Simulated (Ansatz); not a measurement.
```yaml
crystal:
  periodic: [false, false, false]
  atoms:
    - {symbol: Si, position_ang: [-0.125633, -2.873372, -0.529033]}
    - {symbol: O, position_ang: [2.161374, -1.111189, -2.023039]}
    - {symbol: C, position_ang: [2.824650, 1.286051, -1.033709]}
    - {symbol: N, position_ang: [1.507525, 2.597515, 0.339250]}
    - {symbol: Ga, position_ang: [-1.658458, 2.419815, 1.784296]}
    - {symbol: Cl, position_ang: [-4.579090, 4.316726, -0.326352]}
    - {symbol: H, position_ang: [-2.498733, -1.408877, -0.172327]}
    - {symbol: H, position_ang: [-0.614179, -4.895148, -2.430073]}
    - {symbol: H, position_ang: [0.822514, -3.821264, 1.830772]}
    - {symbol: H, position_ang: [4.508789, 1.933764, -1.960459]}
    - {symbol: H, position_ang: [-2.273815, 1.583966, 4.543658]}
basis:
  gaussian: {orbitals: ANO-RCC-VTZP, final_grid: {core_spheres: 20, valence_spheres: 16, degree: 47}}
hamiltonian: {xc: {name: PBE-QIDH}}
accuracy: high
scf: {lower_state_search: full}
```

```sh
$ ansatz run in.yaml --threads 2 --pin off --events-out ev --progress --plain --max-ram 22528MiB --backend cuda --devices 0, --max-vram 18GiB
```

It prints (some lines left out):

```
Functional definition: PBE-QIDH
4822 factors; integrals over basis functions are off by at most 4.3e-9 eV
mean field evaluation 1: about -77883.2542 eV, gradient 1.0e2 eV
mean field evaluation 2: about -77883.3273 eV, gradient 1.0e2 eV
mean field evaluation 4: about -77888.0093 eV, gradient 9.3e1 eV
mean field evaluation 8: about -77920.0334 eV, gradient 1.7e1 eV
mean field evaluation 16: about -77923.2215 eV, gradient 1.3e0 eV
mean field evaluation 32: about -77923.3048 eV, gradient 2.2e-1 eV
mean field evaluation 64: about -77922.6701 eV, gradient 5.3e0 eV
mean field evaluation 96: about -77923.2595 eV, gradient 1.3e0 eV
mean field -77923.31787760 eV, -2863.6291136798 hartree, gradient 2.1e-8 eV, S^2 0.000000; 6 other end points of the search recorded, 0 dependent functions left out; unrestricted orbitals would lower it
22 core orbitals not correlated: weight in the atoms' cores, before any rotation towards them, 1.000 or more for the frozen orbitals, at most 0.000 for the correlated occupied ones
reference -77923.31788044 eV, -2863.6291137841 hartree; 22, 22 occupied and 227, 227 virtual orbitals, 4822 factors
second order -46.43496622 eV of doubles, -0.00000000 eV of singles
Total energy: -77938.79620251 eV, -2864.1979316287 hartree
Relativity: scalar
```

(1) What is wrong with this run?

Answers

(1) The coordinates are in bohr but typed as ångström. Self-consistency was reached. The result belongs to that input, not to the molecule as meant.
